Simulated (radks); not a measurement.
Trend from La+ to Lu+: ionisation energy by Delta-SCF between NIST ground configurations, and size. All-electron calculation, Dirac Kohn-Sham, PBE, spin-unpolarised, spherical densities, point nucleus; open shells fill j = l - 1/2 first. Program: a radial shooting solver on a logarithmic mesh with Libxc functionals.

[
 {"species": "La+", "configuration": "[Xe] 5d2", "IE (eV)": "10.899", "NIST (eV)": "11.185", "kind": "exp.", "r at 0.001 e/bohr^3 (bohr)": "4.40"},
 {"species": "Ce+", "configuration": "[Xe] 4f1 5d2", "IE (eV)": "9.680", "NIST (eV)": "10.96", "kind": "semi-emp.", "r at 0.001 e/bohr^3 (bohr)": "4.36"},
 {"species": "Pr+", "configuration": "[Xe] 4f3 6s1", "IE (eV)": "10.617", "NIST (eV)": "10.63", "kind": "semi-emp.", "r at 0.001 e/bohr^3 (bohr)": "4.63"},
 {"species": "Nd+", "configuration": "[Xe] 4f4 6s1", "IE (eV)": "10.777", "NIST (eV)": "10.78", "kind": "semi-emp.", "r at 0.001 e/bohr^3 (bohr)": "4.60"},
 {"species": "Pm+", "configuration": "[Xe] 4f5 6s1", "IE (eV)": "10.930", "NIST (eV)": "10.94", "kind": "semi-emp.", "r at 0.001 e/bohr^3 (bohr)": "4.57"},
 {"species": "Sm+", "configuration": "[Xe] 4f6 6s1", "IE (eV)": "11.078", "NIST (eV)": "11.08", "kind": "semi-emp.", "r at 0.001 e/bohr^3 (bohr)": "4.54"},
 {"species": "Eu+", "configuration": "[Xe] 4f7 6s1", "IE (eV)": "11.226", "NIST (eV)": "11.24", "kind": "semi-emp.", "r at 0.001 e/bohr^3 (bohr)": "4.51"},
 {"species": "Gd+", "configuration": "[Xe] 4f7 5d1 6s1", "IE (eV)": "12.066", "NIST (eV)": "12.08", "kind": "semi-emp.", "r at 0.001 e/bohr^3 (bohr)": "4.59"},
 {"species": "Tb+", "configuration": "[Xe] 4f9 6s1", "IE (eV)": "11.518", "NIST (eV)": "11.51", "kind": "semi-emp.", "r at 0.001 e/bohr^3 (bohr)": "4.45"},
 {"species": "Dy+", "configuration": "[Xe] 4f10 6s1", "IE (eV)": "11.663", "NIST (eV)": "11.65", "kind": "semi-emp.", "r at 0.001 e/bohr^3 (bohr)": "4.43"},
 {"species": "Ho+", "configuration": "[Xe] 4f11 6s1", "IE (eV)": "11.808", "NIST (eV)": "11.78", "kind": "semi-emp.", "r at 0.001 e/bohr^3 (bohr)": "4.40"},
 {"species": "Er+", "configuration": "[Xe] 4f12 6s1", "IE (eV)": "11.954", "NIST (eV)": "11.92", "kind": "semi-emp.", "r at 0.001 e/bohr^3 (bohr)": "4.38"},
 {"species": "Tm+", "configuration": "[Xe] 4f13 6s1", "IE (eV)": "12.100", "NIST (eV)": "12.07", "kind": "semi-emp.", "r at 0.001 e/bohr^3 (bohr)": "4.35"},
 {"species": "Yb+", "configuration": "[Xe] 4f14 6s1", "IE (eV)": "12.248", "NIST (eV)": "12.179", "kind": "exp.", "r at 0.001 e/bohr^3 (bohr)": "4.33"},
 {"species": "Lu+", "configuration": "[Xe] 4f14 6s2", "IE (eV)": "14.269", "NIST (eV)": "14.13", "kind": "semi-emp.", "r at 0.001 e/bohr^3 (bohr)": "4.63"}
]

Reference values: NIST Atomic Spectra Database (exp. = measured, semi-emp. = semi-empirical, theory = theoretical value adopted there). Spin polarisation and multiplet splitting are left out, so open shells lie too high by an amount that depends on their filling.

Beside tabulated values, note that spin-unpolarised runs miss the spin-polarisation part of the exchange energy of open shells.
